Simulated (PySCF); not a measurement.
**Potential energy of SiSn⁺ along the bond**

Set-up: Si x2c-SVPall, Sn x2c-SVPall; spin-free X2C with a Gaussian nucleus (PySCF 2.14). Energies in eV from Si + Sn⁺ in their ground configurations at the same level. State: ⁴Σ⁻ (quartet), unpaired electrons σ ↑, π ↑↑.

All columns are M06. A positive dipole points towards Sn; it is taken about the centre of mass and depends on that origin.

```csv
R (Å),E (eV),μ (D),Mulliken charge on Si (basis-dependent),HOMO (eV),LUMO (eV),Mayer bond order,⟨S²⟩
2.193,-1.997,-1.89,0.35,-12.13,-9.74,1.82,3.75
2.295,-2.481,-1.86,0.35,-12.13,-9.54,1.78,3.75
2.397,-2.747,-1.82,0.35,-11.97,-9.37,1.74,3.75
2.474,-2.842,-1.80,0.35,-11.78,-9.36,1.72,3.75
2.550,-2.872,-1.78,0.34,-11.60,-9.35,1.69,3.75
2.627,-2.853,-1.78,0.34,-11.44,-9.33,1.67,3.75
2.728,-2.774,-1.78,0.34,-11.24,-9.30,1.65,3.75
2.856,-2.617,-1.81,0.34,-11.01,-9.25,1.62,3.75
3.009,-2.387,-1.89,0.33,-10.77,-9.19,1.59,3.75
3.213,-2.057,-2.05,0.34,-10.49,-9.08,1.56,3.75
```

A fit through these points gives, at Re = 2.555 Å, μ = -1.78 D and dμ/dR = 0.158 D/Å; the reduced mass is 22.68 u.

How strong is the fundamental in the double-harmonic approximation, I = 42.26·(dμ/dR)²/μred km/mol?

I = 42.26·(0.158)²/22.68 = 0.0465 km/mol at M06.

Spin–orbit coupling is left out, which matters for elements this heavy, above all for dissociation energies. For an ion De counts to the pair picked by the measured ionisation energies or electron affinities, which need not be the lowest pair at this level. The state was picked by a PBE0 search and need not be the measured ground state.
